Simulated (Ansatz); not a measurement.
`O[SiH](O)[SiH3]` → H• + `O[Si](O)[SiH3]`•  (homolysis of the H–Si bond)

Isolated molecules relaxed with PBE0-D4/def2-TZVP in Ansatz; ΔE leaves out vibrations. CCSD(T)/CBS is the MP2 limit (def2-TZVPP, def2-QZVPP) plus CCSD(T) − MP2 in def2-TZVPP, frozen cores. This one scheme is used for every species, atoms too. Functionals use def2-TZVPP. No spin–orbit coupling; open shells (•) take unrestricted orbitals. Each species was taken in one conformer, which may not be the lowest.

Problem. What is ΔE at CCSD(T)/CBS? (An estimate is asked.)

Solution. Computed: +96.8 kcal/mol.

Problem. What do these levels give: PBE-D4, revPBE-D4, r2SCAN-D4, B2PLYP, r2SCAN0, HF/def2-SVP, MP2/def2-SVP, HF/def2-TZVPP, SCS-MP2/def2-TZVPP, SCS-MP2/def2-QZVPP, HF/CBS(def2), CCSD/CBS(def2)? (Best estimate.)

Solution. Ansatz gave: PBE-D4 88.8, revPBE-D4 88.1, r2SCAN-D4 90.9, B2PLYP 94.0, r2SCAN0 91.9, HF/def2-SVP 78.3, MP2/def2-SVP 91.3, HF/def2-TZVPP 77.3, SCS-MP2/def2-TZVPP 96.6, SCS-MP2/def2-QZVPP 97.5, HF/CBS(def2) 77.0, CCSD/CBS(def2) 97.0 kcal/mol.

Problem. What do rigid-rotor, harmonic-oscillator terms from PBE0-D4/def2-TZVP frequencies (298.15 K, 1 bar) make of the CCSD(T)/CBS value? (Best estimate.)

Solution. Computed: ΔZPE = -6.0 kcal/mol, ΔH = +92.4 kcal/mol, ΔS = 124 J/(mol·K), ΔG = +83.6 kcal/mol. Open shells count their whole term as degenerate.

Largest T1 diagnostic among the species: 0.016.

From BLYP to BHLYP (50 % exact exchange), in def2-TZVPP and without D4, ΔE moves by +4.7 kcal/mol. At CCSD(T), def2-SVP lies −3.3 kcal/mol from the extrapolated value and def2-TZVPP −1.2 kcal/mol: correlation converges slowly with the basis, and small sets miss more of it in the bonded molecule than in its fragments.
